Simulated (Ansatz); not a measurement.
Basis-set extrapolation for BH5SSi2 (`SB1[SiH2][SiH2]1`) (PBE0-D4/def2-TZVP geometry, frozen core, Ansatz 0.2.0). Multiplicity 1, RHF reference.

```csv
,def2-TZVPP,def2-QZVPP
HF,-1002.975892,-1003.005192
MP2 correlation,-0.521843,-0.561222
CCSD(T) correlation,-0.609780,not run
```

Energies in hartree. Use E(X) = E(∞) + A·exp(−7.88·√X) for Hartree–Fock and E(X) = E(∞) + B·X^(−2.97) for correlation, with X = 3 and 4, and add CCSD(T) minus MP2 of the smaller set to the MP2 limit.

What is the CCSD(T) energy at the basis-set limit?

HF limit: -1003.005192 + (-0.029300) × 0.13774 = -1003.00923. MP2 limit: -0.561222 + (-0.039379) × 0.74074 = -0.59039. Higher-order term: -0.609780 − (-0.521843) = -0.08794. Total: -1003.68756 hartree, 267.5 kJ/mol below CCSD(T)/def2-TZVPP.
